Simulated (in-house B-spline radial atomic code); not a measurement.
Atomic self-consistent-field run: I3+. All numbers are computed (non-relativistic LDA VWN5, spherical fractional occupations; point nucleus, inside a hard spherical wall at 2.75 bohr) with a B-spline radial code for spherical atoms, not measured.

Command:
```bash
python run_scf.py task.json out
```
Settings:
```
Z                53
configuration    [Kr] 4d10 5s1 5p3
hamiltonian      nr
method           lda,vwn
spin_polarised   False
wall_radius      2.75
```

Output (hartree, bohr):
```
 radial grid: 43 intervals, B-splines of order 8, outer radius 2.75 bohr

 iter        energy (Eh)    residual
    1       -6904.110817    5.23e-01
    2       -6906.722486    3.85e-01
    3       -6910.393419    4.64e-02
    4       -6910.461491    5.70e-03
    5       -6910.462232    3.83e-03
    6       -6910.462600    8.53e-04
    7       -6910.462613    1.32e-04
    8       -6910.462613    5.89e-07
    9       -6910.462613    3.58e-08

 total energy                     -6910.46261
 kinetic                            6916.9299
 electron-nucleus                 -16381.8698
 Hartree                            2724.6912
 exchange-correlation               -170.2139

 orbital      occ     eigenvalue          <r>       <r^2>       <1/r>     <1/r^3>       r_max
 1s         2.000     -1162.5312     0.028704  0.00110182     52.4272           -     0.01901
 2s         2.000      -175.8369     0.123567   0.0179249       12.03           -       0.105
 2p         6.000      -165.3640     0.105189   0.0134467     12.0484     4888.41     0.08203
 3s         2.000       -36.0229      0.32848    0.123097     4.38388           -      0.2992
 3p         6.000       -31.6097     0.318721    0.117623     4.31331     915.006      0.2856
 3d        10.000       -23.3777     0.289173   0.0988288     4.18434     148.844      0.2323
 4s         2.000        -6.9328     0.772175    0.673802     1.79064           -      0.7084
 4p         6.000        -5.3929     0.807611    0.743329     1.68776      178.48      0.7275
 4d        10.000        -2.7656     0.914596    0.972587     1.44537     22.0253      0.7772
 5s         1.000        -1.1515       1.5904     2.75501    0.821004           -       1.624
 5p         3.000        -0.6234      1.63287     2.90954    0.804457     47.4772       1.709
```

Cost of the run: 0.04 s on 1 thread of Arm Neoverse V1, on a shared host.
